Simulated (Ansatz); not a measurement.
Sn₃H₆, relaxed as a singlet with RKS PBE0-D4/def2-SVP in Ansatz, starting from the GFN1-xTB geometry. Force threshold 0.02 eV/Å.

In the def2 sets Sn takes a core potential; there is no spin–orbit coupling. The structure comes from a short search, and lower isomers may exist.

Start:

```xyz
9

Sn    0.506   -0.548    0.936
Sn    0.484    0.006   -2.125
Sn   -0.891    1.643   -0.204
H     0.943   -1.238   -0.784
H     2.154   -0.839    1.336
H    -2.137    1.338    0.953
H    -0.018    2.692    0.850
H    -0.032   -2.138    1.309
H    -1.010   -0.917   -2.271
```

```
step  energy (eV)  largest force component (eV/Å)  SCF passes
   1  -17591.2873                           0.840          22
   2  -17591.5186                           0.906          27
   3  -17591.6371                           0.516          26
   4  -17591.6894                           0.302          26
   5  -17591.7150                           0.463          26
   6  -17591.7354                           0.121          26
   7  -17591.7384                           0.096          26
   8  -17591.7411                           0.029          27
   9  -17591.7419                           0.032          27
  10  -17591.7423                           0.016          27
```

Force components are those of the run's own axes.

End:

```xyz
9

Sn    0.6127   -0.7608    0.9367
Sn    0.2793    0.0843   -2.2761
Sn   -0.7177    1.5069    0.0336
H     1.1401   -1.0957   -0.8449
H     2.2216   -0.7748    1.5382
H    -2.3244    1.4181    0.6309
H     0.0626    2.8472    0.7740
H    -0.1181   -2.2823    1.2379
H    -1.1561   -0.9429   -2.0303
```

By distances, no bond broke or formed. The bond that changes most is Sn2–H4, from 1.89 to 2.04 Å (atoms count from 1).

No frequencies were taken in this run, so the end may be a saddle point.

It took 21 s on 4 threads of Arm Neoverse V2 on a shared host.
